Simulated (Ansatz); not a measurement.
The cluster Cu₃, relaxed as a doublet with UKS r2SCAN-D4/def2-TZVP in Ansatz, starting from the GFN1-xTB geometry. Force threshold 0.02 eV/Å.

The relaxation made no stability test and no search for a lower SCF solution. The structure comes from a short search, and lower isomers may exist.

Start:

```xyz
3

Cu   -1.135    0.352   -0.606
Cu    0.445   -1.262   -0.089
Cu    0.690    0.910    0.695
```

| step | energy (eV) | largest force component (eV/Å) | SCF passes |
| --- | --- | --- | --- |
| 1 | -133921.7063 | 0.539 | 58 |
| 2 | -133921.7315 | 0.313 | 31 |
| 3 | -133921.7451 | 0.072 | 37 |
| 4 | -133921.7464 | 0.049 | 33 |
| 5 (rejected) | -133921.6766 | 0.460 | 42 |
| 6 | -133921.7486 | 0.081 | 34 |
| 7 (rejected) | -133921.7310 | 0.260 | 44 |
| 8 | -133921.7514 | 0.081 | 39 |
| 9 | -133921.7527 | 0.011 | 30 |

Force components are those of the run's own axes.

End:

Cartesian coordinates in Å:
```
Cu -1.090 0.334 -0.583
Cu 0.414 -1.329 -0.127
Cu 0.676 0.995 0.711
```

By distances, no bond broke or formed. The bond that changes most is Cu2–Cu3, from 2.32 to 2.48 Å (atoms count from 1).

No frequencies were taken in this run, so the end may be a saddle point.

Run time 53 s (4 threads of Arm Neoverse V1 on a shared host).
